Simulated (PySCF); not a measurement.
# CH$_{5}$N$_{2}$S, SMILES `N[C](N)S` (charge 0, multiplicity 2)

Level of theory: PySCF with PBE0-D4/def2-TZVP.

```yaml
highest_occupied_spin_orbital: -4.23 eV
dipole_moment: 0.243 e·Å
total_energy: -548.5271 Ha
cost: roughly 120 core-seconds
```

```xyz
9

N     -1.1071    -0.6507    -0.0758
C      0.1271    -0.0187     0.1016
N      0.0079     1.3651     0.1858
S      1.5260    -0.7426    -0.7100
H     -1.7845    -0.3761     0.6238
H     -1.0370    -1.6528    -0.1569
H     -0.5443     1.7870    -0.5571
H      0.8933     1.8338     0.2911
H      1.9186    -1.5450     0.2976
```
Charge 0, spin multiplicity 2.
